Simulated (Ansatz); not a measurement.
Cartesian coordinates in Å:
```
F 0.642 -2.167 0.040
Si 0.558 -0.757 -0.697
F -0.304 -0.972 -2.018
Ge -0.533 0.812 0.717
H 1.932 -0.397 -1.119
H 0.285 1.001 2.003
H -1.939 0.316 1.078
H -0.641 2.164 -0.004
```

Charge 0, multiplicity 1.

Q: List the ωB97M-V/def2-TZVPP orbital energies in eV (Ansatz). (An estimate is asked.)

A: The calculation gave: Occupied: -10866.68, -1808.93, -1362.57, -1210.30, -1210.29, -1210.29, -677.79, -677.79, -174.32, -149.80, -123.56, -123.56, -123.55, -103.96, -103.92, -103.87, -36.60, -36.37, -36.36, -36.34, -36.29, -36.29, -36.12, -19.46, -18.19, -16.73, -16.23, -15.88, -15.12, -14.73, -13.72, -12.25, -12.24, -10.58. Lowest empty: 1.58, 1.59, 2.38, 2.88, 3.45, 3.73, 4.48, 5.28.
